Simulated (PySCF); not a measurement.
## MSF across group 13

Level: PBE0, basis family def2-TZVP, scalar-relativistic core potentials from Rb on and no relativity for lighter atoms.

Each entry is the lowest minimum that a search over a few typed start shapes (and spin states, where more than one is plausible) found, or that minimum re-optimised at the stated level; isomers with ligand–ligand bonds, or fragments after loss of a ligand pair, can lie lower. Open shells are unrestricted; no spin–orbit coupling; PySCF with density fitting.

| molecule | 2S+1 | point group | mean bond to the central atom (Å) | lowest ω (cm⁻¹) | gap (eV) | dipole (D) | highest ω (cm⁻¹) |
| --- | --- | --- | --- | --- | --- | --- | --- |
| BSF | 1 | C∞v | 1.444 | 421 | 8.08 | 1.18 | 1694 |
| AlSF | 1 | C∞v | 1.813 | 179 | 4.83 | 2.45 | 968 |
| GaSF | 1 | C∞v | 1.861 | 146 | 5.12 | 1.58 | 767 |
| InSF | 1 | C∞v | 2.044 | 122 | 4.44 | 1.55 | 648 |

Left out of the table are members whose search was unfinished or whose lowest solution was spin-contaminated, unstable, very soft or bonded differently.
